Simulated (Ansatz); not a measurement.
ClF$_{2}$HSeTi (`[F][Ti]([F])([Cl])[SeH]`), 6 atoms. The species carries charge 0 and has multiplicity 1. Correlated methods include outer-core shells of Se, Ti, which these sets cover unevenly. Scalar relativity is left out up to krypton. All runs use 4 threads of an Arm Neoverse V2 on a shared host. Correlated methods freeze the cores.

Task: Give the basis size and wall time and peak host memory of each of these runs in Ansatz. RKS ωB97M-V/def2-QZVPP energy; RKS PBE0-D4/def2-TZVP frequencies; RKS LC-ωPBE/def2-TZVPP energy; RKS revPBE-D4/def2-TZVPP energy; RKS PBE0-D4/def2-SVP energy; RHF-MP2/def2-QZVPP energy; RHF-CCSD(T)/def2-SVP energy; direct RPA on PBE orbitals/def2-TZVPP energy; RHF-CCSD(T)/def2-TZVPP energy; RKS PBE0-D4/def2-QZVPP energy; RKS SPW92 (LDA)/def2-TZVPP energy; RKS PBE0-D4/def2-TZVP relaxation (6 steps). (Estimate.)

Result: Ansatz gave: Other jobs shared the machine, so times are rough.

| level | job | functions | wall time | peak host memory (GiB) |
| --- | --- | --- | --- | --- |
| RKS SPW92 (LDA)/def2-TZVPP | energy | 230 | 1.5 s | 0.35 |
| RKS PBE0-D4/def2-SVP | energy | 114 | 1.9 s | 0.29 |
| RKS revPBE-D4/def2-TZVPP | energy | 230 | 2.7 s | 0.36 |
| RKS LC-ωPBE/def2-TZVPP | energy | 230 | 3.7 s | 0.49 |
| direct RPA on PBE orbitals/def2-TZVPP | energy | 230 | 6.5 s | 0.58 |
| RKS PBE0-D4/def2-QZVPP | energy | 396 | 11 s | 1.8 |
| RHF-CCSD(T)/def2-SVP | energy | 114 | 14 s | 0.58 |
| RHF-MP2/def2-QZVPP | energy | 396 | 21 s | 2 |
| RKS ωB97M-V/def2-QZVPP | energy | 396 | 26 s | 2.1 |
| RKS PBE0-D4/def2-TZVP | relaxation (6 steps) | 198 | 34 s | 0.69 |
| RKS PBE0-D4/def2-TZVP | frequencies | 198 | 2.2 min | 0.69 |
| RHF-CCSD(T)/def2-TZVPP | energy | 230 | 5.1 min | 4.4 |

LC-ωPBE has ω = 0.4 bohr⁻¹.
